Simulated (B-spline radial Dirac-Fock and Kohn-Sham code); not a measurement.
Core-level shifts of lutetium with charge state

Method: multi-electron Dirac-Fock with separately optimised hole states, Breit and Lamb-shift corrections added in first order. Computed with a radial atomic solver. Each ion is free and in its tabulated ground configuration. No correlation.

Reference: Lu²¹⁺, [Kr] 4d10 4f4, with L2 (2p1/2) 10974.8 eV, L3 (2p3/2) 9870.6 eV, M1 (3s) 3128.1 eV, M3 (3p3/2) 2657.0 eV, N3 (4p3/2) 939.8 eV, Kα1 (K-L3) 54061.9 eV, Kβ1 (K-M3) 61275.6 eV, Lℓ (L3-M1) 6742.5 eV. Shifts from it, in eV (a dash: the subshell is empty, belongs to an open shell averaged over j, or its hole state is left out as unreliable):

```csv
ion,configuration,L2 (2p1/2),L3 (2p3/2),M1 (3s),M3 (3p3/2),N3 (4p3/2),Kα1,Kβ1,Lℓ
Lu²²⁺,[Kr] 4d10 4f3,?,?,?,?,?,?,?,?
Lu²³⁺,[Kr] 4d10 4f2,+103.4,+103.7,+105.3,+104.9,+87.8,-2.60,-3.77,-1.62
Lu²⁴⁺,[Kr] 4d10 4f1,+157.4,+157.9,+160.3,+159.5,+133.0,-3.99,-5.60,-2.32
Lu²⁵⁺,[Kr] 4d10,+213.0,+213.7,+216.6,+215.6,+179.2,-5.46,-7.40,-2.93
Lu²⁶⁺,[Kr] 4d9,+274.3,+274.9,+273.1,+271.9,+223.9,-5.05,-2.04,+1.83
Lu²⁷⁺,[Kr] 4d8,+336.9,+337.3,+330.4,+329.1,+269.1,-4.59,+3.61,+6.85
Lu²⁸⁺,[Kr] 4d7,+400.6,+400.8,+388.7,+387.1,+315.0,-4.07,+9.58,+12.12
Lu²⁹⁺,[Kr] 4d6,+465.5,+465.5,+447.8,+446.1,+361.4,-3.51,+15.86,+17.65
Lu³⁰⁺,[Kr] 4d5,+531.6,+531.3,+507.9,+506.0,+408.4,-2.90,+22.46,+23.43
Lu³¹⁺,[Kr] 4d4,+598.8,+598.3,+568.9,+566.7,+455.9,-2.23,+29.38,+29.48
```

Q: Give the missing shifts for Lu²²⁺.

A: L2 (2p1/2) +50.9, L3 (2p3/2) +51.1, M1 (3s) +51.9, M3 (3p3/2) +51.7, N3 (4p3/2) +43.4, Kα1 -1.27, Kβ1 -1.89, Lℓ -0.85 (eV).

Over this range L2 (2p1/2) moves by +598.8 eV and Kα1 by -2.2 eV: a line is a difference of two levels that shift in the same direction.
